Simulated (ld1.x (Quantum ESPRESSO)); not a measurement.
**An all-electron radial function and its pseudo partner (europium)**

Columns: radius, all-electron u(r) and pseudo u(r) of the 6s shell (level -4.25 eV) of europium in the configuration [Kr] 4d10 4f6 5s2 5p6 5d1 6s1.75 6p0.25; PBE, scalar-relativistic, PAW scheme, ld1.x (Quantum ESPRESSO) 7.5.

```csv
r (bohr),all-electron,pseudo
0.140,0.0724,0.2335
0.280,0.0007,0.4482
0.420,-0.1599,0.6275
0.560,-0.0994,0.7582
0.700,0.0548,0.8323
0.840,0.1860,0.8471
0.980,0.2541,0.8056
1.120,0.2602,0.7158
1.260,0.2193,0.5890
1.400,0.1482,0.4385
1.540,0.0613,0.2783
1.680,-0.0311,0.1207
1.820,-0.1216,-0.0244
1.960,-0.2059,-0.1506
2.100,-0.2815,-0.2548
2.240,-0.3472,-0.3373
2.380,-0.4029,-0.4007
2.520,-0.4490,-0.4491
2.660,-0.4861,-0.4862
2.800,-0.5151,-0.5151
2.940,-0.5367,-0.5367
3.080,-0.5519,-0.5519
3.220,-0.5614,-0.5614
3.360,-0.5658,-0.5658
3.500,-0.5659,-0.5659
3.640,-0.5621,-0.5621
```

Problem. How many radial nodes do the two functions have?

Solution. The all-electron 6s function has n − l − 1 = 5 (the table is too coarse to show those close to the nucleus); the pseudo-wave has 1, since 1 lower shell of the same l stays in the valence.

Problem. At about which radius was the pseudo-wave matched?

Solution. 2.80 bohr. The columns agree to 0.0005 from 2.52 bohr on; several derivatives are matched, so the curves merge somewhat inside the radius.

Problem. Is the pseudo-wave norm-conserving?

Solution. No, it belongs to a PAW set: the norm inside the radius is not constrained, and the difference is carried by the augmentation charge.
